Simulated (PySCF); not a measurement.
## Two-component Hartree-Fock for Dy(4+) (dysprosium, charge +4)

Start: [Xe] 4f8; 4f5/2 filled at m_j = -5/2, -3/2, -1/2, +1/2, +3/2, +5/2; 4f7/2 filled at m_j = +5/2, +7/2. Calculated with PySCF 2.14 in x2c-TZVPPall-2c: generalised Hartree-Fock with the X2C-1e Hamiltonian and a Gaussian nucleus; one run each with spin-orbit coupling (SO) switched off, then screened by Boettger's factors.

```tsv
spinor shell	electrons	ε, spin-free (eV)	ε, screened SO (eV)	weight of nominal j (screened SO)	rms radius, screened SO (bohr)
1s1/2	2	-54113.2	-54102.1	1.000	0.0240
2s1/2	2	-9182.2	-9178.7	1.000	0.0971
2p1/2	2	-8149.1	-8714.4	1.000	0.0830
2p3/2	4	-8149.1	-7909.5	1.000	0.0896
3s1/2	2	-2141.1	-2139.9	1.000	0.250
3p1/2	2	-1817.6	-1937.3	1.000	0.241
3p3/2	4	-1817.6	-1766.1	1.000	0.255
3d3/2	4	-1399.7	-1421.9	0.996	0.228
3d5/2	6	-1399.7	-1383.8	0.997	0.231
4s1/2	2	-493.02	-492.68	1.000	0.562
4p1/2	2	-383.50	-412.26	0.977	0.577
4d3/2	4	-230.70	-240.85	0.725	0.648
4d5/2	6	-230.70	-223.67	0.817	0.656
5s1/2	2	-106.96	-106.90	1.000	1.34
5p1/2	2	-76.136	-80.779	0.946	1.47
5p3/2	4	-76.136	-74.101	0.972	1.55
4f5/2	6	-70.121	-70.109	0.675	0.824
4f7/2	2	-70.121	-69.833	0.902	0.826
```

(1) Where does 4p3/2 lie, and what is the 4p spin-orbit splitting (screened SO)?

| quantity | spin-free | screened SO |
| --- | --- | --- |
| E (hartree) | -12145.87245 | -12154.83613 |
| M_J | 6 | 6 |
| ⟨J²⟩ | 42.011 | 42.014 |
| ⟨L²⟩ | 12.006 | 12.393 |
| ⟨S²⟩ | 12.005 | 11.845 |

Each row is a mean over spinors that exchange with the open shell spreads, by up to 17.690 eV (4d5/2).

Rows whose weight is well below 1 are mixtures of j = l ± 1/2: exchange outweighs spin-orbit coupling there, and the label is only the starting occupation.

Breit and QED terms are absent; they matter most for the inner s and p1/2 levels.

Densities and radii are taken from the X2C orbitals without a picture-change correction, which distorts them close to the nucleus.

Without spin-orbit coupling the j labels of p, d and f shells carry no meaning; the spin-free column gives the mean over the occupied spinors of each nl shell.

## Answers

(1) At -370.94 eV, 41.322 eV above 4p1/2.
